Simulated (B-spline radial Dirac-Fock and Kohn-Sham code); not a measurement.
# Binding energies of Rh⁺ in different valence configurations

These are calculated numbers from a radial B-spline solver; the model is Dirac-Fock ΔSCF + Breit + QED. No correlation.

Reference: the tabulated ground configuration [Kr] 4d8, with 1s 23236.6 eV, 2s 3435.3 eV, 3s 647.6 eV, 3p1/2 541.3 eV, 3p3/2 516.2 eV, 4p1/2 70.71 eV, Kα1 20214.4 eV, Kβ1 22720.4 eV.

Shifts from the reference in eV.

```
configuration  average energy      1s      2s      3s   3p1/2   3p3/2  4p1/2    Kα1    Kβ1
 [Kr] 4d7 5s1           +3.03   +5.14   +5.48   +5.39   +5.37   +5.36  +4.13  -0.30  -0.22
 [Kr] 4d6 5s2           +8.87  +10.79  +11.51  +11.30  +11.16  +11.15  +8.41  -0.59  -0.36
 [Kr] 4d7 5p1           +7.56   +6.62   +6.91   +6.82   +6.82   +6.82  +5.60  -0.27  -0.20
```
